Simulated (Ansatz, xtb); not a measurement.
Relative energy of two structures of H3InO

Structure X is `[OH][InH2]`, a singlet and structure Y is a triplet given by its coordinates. Both are isolated molecules in the gas phase, relaxed with PBE0-D4/def2-TZVP; the shapes shown needn't be the lowest conformers.

X (Å):

```xyz
5

In    0.0540    0.5311   -0.0471
O     0.3314   -1.3859    0.4157
H     0.9752    0.9843   -1.4081
H    -1.0357    1.3680    0.9791
H    -0.1749   -1.6709    1.1793
```

Y (Å):

```xyz
5

In   -0.8836   -0.9325   -0.2583
O    -0.0865    1.1480    0.8206
H    -0.7985    1.7026    1.1529
H    -0.1465   -2.1575    0.7650
H     0.4526    1.6962    0.2429
```

Close contacts (Å): In1–O2 2.48, In1–H4 1.76, O2–H3 0.96, O2–H5 0.96.

Which of the two would you expect CCSD(T)/def2-TZVPP electronic energies to favour?

Structure X; the calculation gives E(Y) − E(X) = +45.1 kcal/mol.

How the difference moves with the method:

```json
{"level": "PBE0-D4/def2-TZVP", "geometry": "PBE0-D4/def2-TZVP", "E(Y) − E(X) (kcal/mol)": "+42.8", "departure from the last row (kcal/mol)": "−2.3", "job, with rough time for the two": "optimisation, 4.4 min"}
{"level": "HF/def2-TZVPP", "geometry": "PBE0-D4/def2-TZVP", "E(Y) − E(X) (kcal/mol)": "+26.6", "departure from the last row (kcal/mol)": "−18.5", "job, with rough time for the two": "part of the CCSD(T) run"}
{"level": "MP2/def2-TZVPP", "geometry": "PBE0-D4/def2-TZVP", "E(Y) − E(X) (kcal/mol)": "+46.0", "departure from the last row (kcal/mol)": "+0.9", "job, with rough time for the two": "part of the CCSD(T) run"}
{"level": "CCSD(T)/def2-TZVPP", "geometry": "PBE0-D4/def2-TZVP", "E(Y) − E(X) (kcal/mol)": "+45.1", "departure from the last row (kcal/mol)": "", "job, with rough time for the two": "single point, 2.7 min"}
```

None of the levels shown reverses the order. The largest departure from CCSD(T)/def2-TZVPP is that of HF/def2-TZVPP, 18.5 kcal/mol. Levels run at GFN2-xTB geometries aren't shown. The triplet state of Y needn't be its ground state.

With harmonic frequencies from PBE0-D4/def2-TZVP (ideal gas, rigid rotor, one conformer each, 298.15 K, 1 atm): the zero-point term adds +1.9 kcal/mol; ΔH is +47.7 and ΔG +45.3 kcal/mol.

Open shells are spin-unrestricted. The correlated steps freeze 5 core orbitals; the filled d shell of In is correlated, in a basis made for valence electrons. Atoms past krypton carry core potentials in the def2 sets and no spin–orbit term is included. ΔG holds the spin degeneracy. Programs: Ansatz 0.2.0; the last row on 1 thread of Intel(R) Xeon(R) Processor @ 2.50GHz (Skylake/Cascade Lake) on a shared host.
